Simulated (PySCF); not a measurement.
**FeSI: one-bond stretch**

Method: PySCF, UPBE0, basis Fe def2-SVP, S def2-SVP, I def2-SVP with ECP28 (scalar-relativistic core potentials, no spin–orbit coupling, density fitting).

Rigid scan from the sextet minimum (Fe–I 2.499 Å, Fe–S 2.045 Å; I–Fe–S 180.0°). Coordinate: the bond from Fe to the last atom (I) scaled, the rest fixed. Energies in kJ/mol from the minimum.

(1) Predict the curve at 0.92, 0.96, 1.00, 1.05, 1.12, 1.20, 1.35, 1.55, 1.80, 2.20.

Results:

(1) 
```csv
scale of one bond,E (kJ/mol),dipole size (D),⟨S²⟩
0.92,25.5,0.76,8.77
0.96,5.6,0.29,8.77
1.00,0.0,0.21,8.77
1.05,6.6,0.87,8.77
1.12,30.8,1.79,8.77
1.20,68.9,2.82,8.77
1.35,146.1,4.57,8.78
1.55,235.1,–,8.83
1.80,305.0,–,9.21
2.20,348.4,–,9.47
```

Spin contamination is strong at 1.80, 2.20, so these points are less reliable.

Open d and f shells are described by one determinant, and the ground state may have another occupation or spin. With an element this heavy the missing spin–orbit coupling can shift these numbers.

Other isomers or separated fragments may lie lower.

The scan took 34 s on 2 threads of a shared Intel Xeon @ 2.60GHz (Ice Lake) host; the process peaked at 0.75 GiB. Launch command: `OMP_NUM_THREADS=2 python axn.py task.json out`.
